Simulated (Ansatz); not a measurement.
Species: H4GeO3, SMILES `[OH][GeH]([OH])[OH]` (charge 0, multiplicity 1), formula H₄GeO₃.

**Question.** How many basis functions does frozen-core CCSD(T)/cc-pVTZ // PBE0-D3(BJ)/def2-TZVP (Ansatz, an electronic-structure program) use, how many core orbitals are frozen, and how many electrons are correlated?

**Answer.** 189 basis functions and 12 frozen orbitals, which leaves 36 correlated electrons (filled d shells below the valence shell are correlated). Core time is of the order of minutes.
